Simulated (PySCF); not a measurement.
# Polarisability and C₆ of Mn (manganese, neutral)

[Ar] 3d5 4s2, high-spin 6S determinant. Calculation: PySCF 2.14, in aug-cc-pwCVTZ-DK with one added diffuse shell each of s, p, d, f, g type (11s10p8d5f4g, 152 functions); scalar relativity by spin-free X2C-1e. Coupled (time-dependent) response in atomic units; α is the mean over directions.

```csv
method,mean α (bohr³),C₆ (like pair),S(−4)
M06,58.78,488.8,2094
```

S(−4) is the Cauchy moment in α(ω) = α(0) + S(−4) ω² + …

Reference α: 68 ± 9 bohr³ (recommended; Schwerdtfeger and Nagle, table of static dipole polarizabilities (2023 update)). Published C₆: 552.0 (Chu and Dalgarno (2004); Tang, Norbeck and Certain (1976)).

α(iu) at M06:

```json
{"u (hartree)": "0", "α(iu) (bohr³)": "58.78"}
{"u (hartree)": "0.0500", "α(iu) (bohr³)": "54.05"}
{"u (hartree)": "0.100", "α(iu) (bohr³)": "44.04"}
{"u (hartree)": "0.200", "α(iu) (bohr³)": "26.73"}
{"u (hartree)": "0.300", "α(iu) (bohr³)": "17.21"}
{"u (hartree)": "0.500", "α(iu) (bohr³)": "9.072"}
{"u (hartree)": "0.750", "α(iu) (bohr³)": "5.369"}
{"u (hartree)": "1.00", "α(iu) (bohr³)": "3.714"}
{"u (hartree)": "1.50", "α(iu) (bohr³)": "2.211"}
{"u (hartree)": "2.00", "α(iu) (bohr³)": "1.517"}
{"u (hartree)": "3.00", "α(iu) (bohr³)": "0.8665"}
{"u (hartree)": "5.00", "α(iu) (bohr³)": "0.4012"}
```

A single London oscillator, α(iu) = α/(1 + u²/ω²), gives C₆ = (3/4) ω α². Matching the computed C₆ needs ω = 4 × 488.8 / (3 × 58.78²) = 0.189 hartree.
